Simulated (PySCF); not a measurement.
# Ionisation energy of Kr by level of theory

Kr [Kr] (1S) → Kr⁺ [Ar] 3d10 4s2 4p5 (2P), as a difference of total energies. All numbers are calculated (PySCF 2.14, the non-relativistic Hamiltonian (point nucleus), in def2-TZVPPD (7s6p5d1f, 57 functions)). Correlated levels: valence and next inner shell: [Ne] frozen. The calculations carry no spin-orbit coupling.

```tsv
method	ionisation energy (eV)	plus first-order spin-orbit estimate	difference from reference of that sum (eV)
UHF	13.087	12.891	-1.109
MP2 (valence and next inner shell)	14.070	13.875	-0.125
SCS-MP2 (valence and next inner shell)	13.968	13.773	-0.227
CCSD (valence and next inner shell)	13.916	13.721	-0.279
CCSD(T) (valence and next inner shell)	13.960	13.765	-0.235
```

Reference: 14.000 eV (measured; NIST Atomic Spectra Database, ionization energies).

A first-order spin-orbit estimate (lowest level to lowest level, LS coupling) adds -0.195 eV.

These non-relativistic numbers lack the scalar-relativistic shift.

Errors of the correlated levels include the incompleteness of this basis and the frozen core.
